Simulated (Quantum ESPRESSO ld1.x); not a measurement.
Values are calculated unless marked as measured or tabulated.
Question: The aim is neutral ruthenium in [Kr] 4d7 5s1. What will ld1.x (Quantum ESPRESSO 7.5) do with this input?

```
 &input
    zed=44.0,
    iswitch=1,
    rel=2,
    lsd=1,
    dft='PZ',
    config='[Kr] 4d7 5s1',
    verbosity='high',
    prefix='ld1',
    max_out_wfc=37,
    file_charge='ld1.rho',
 /
```

Answer: Refused. The program stops in ld1_readin with "local spin density and spin-orbit not allowed": spin polarisation goes with rel = 0 or 1 alone.

Output (excerpt):

```
     Program LD1 v.7.5 starts

 %%%%%%%%%%%%%%%%%%%%%%%%%%%%%%%%%%%%%%%%%%%%%%%%%%%%%%%%%%%%%%%%%%%%%%%%%%%%%%
     Error in routine ld1_readin (1):
     local spin density and spin-orbit not allowed
 %%%%%%%%%%%%%%%%%%%%%%%%%%%%%%%%%%%%%%%%%%%%%%%%%%%%%%%%%%%%%%%%%%%%%%%%%%%%%%

     stopping ...
```

Run on one thread of a shared host, so times are rough (Intel(R) Xeon(R) Processor @ 2.60GHz): 0.5 s of CPU time, 0.51 s wall, peak memory 26 MiB.
